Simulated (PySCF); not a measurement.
Predicted microwave data (B3LYP/def2-SVPD in PySCF (dipole) on a GFN2-xTB geometry, gas phase) for one isomer of C7H7N:

| Item | Value |
| --- | --- |
| Rotational constants | A = 6350, B = 1555, C = 1366 MHz |
| Dipole components | \|μa\| = 3.94 D, \|μb\| = 0.28 D, \|μc\| = 0.01 D |
| Inertial defect | -34.43 u·Å² |
| κ | -0.92 |

Problem. Which candidate fits, each taken in the one conformer that was computed?
A. `[H]/[N:1]=[CH:2]\[c:3]1[cH:4][cH:5][cH:6][cH:7][cH:8]1` with N1–C2–C3–C4 0° (phenylmethanimine)
B. `[H]/[N:2]=[CH:3]\[C:4]1=[CH:5][C@@H:6]2[C@@H:7]3[C@H:8]1[C@H:9]23` with N2–C3–C4–C5 4°

Solution. B. It is [H]/N=C\C1=C[C@@H]2[C@@H]3[C@H]1[C@H]23, a near-prolate asymmetric top. The candidates at the same level (rigid rotor, commonest isotopes):

```tsv
SMILES	A (MHz)	B (MHz)	C (MHz)	μa (D)	μb (D)	μc (D)	Δ (u·Å²)	point group	rotor
[H]/N=C\C1=C[C@@H]2[C@@H]3[C@H]1[C@H]23	6350	1555	1366	3.94	0.28	0.01	-34.43	near Cs	near-prolate asymmetric top
[H]/N=C\c1ccccc1	5276	1570	1210	2.98	0.21	0.00	0.00	Cs	asymmetric top
```

`[H]/N=C\c1ccccc1` has A 17 % too low. No structure here is proved a minimum.
